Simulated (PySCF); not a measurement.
**Excitation energy of N by level of theory**

N [He] 2s2 2p3 (4S) → N [He] 2s1 2p4 (4P), as a difference of total energies. Calculation: PySCF 2.14, in def2-TZVPPD (6s3p3d1f, 37 functions); the non-relativistic Hamiltonian (point nucleus). Correlated levels: valence and next inner shell: nothing frozen. The calculations carry no spin-orbit coupling.

```csv
method,excitation energy (eV),error (eV)
UHF,10.926,-0.001
MP2 (valence and next inner shell),11.023,+0.096
SCS-MP2 (valence and next inner shell),11.040,+0.113
CCSD (valence and next inner shell),10.866,-0.061
CCSD(T) (valence and next inner shell),10.810,-0.117
```

Reference: 10.927 eV (measured; NIST levels, between the centres of gravity of the two terms).

Errors of the correlated levels include the incompleteness of this basis.
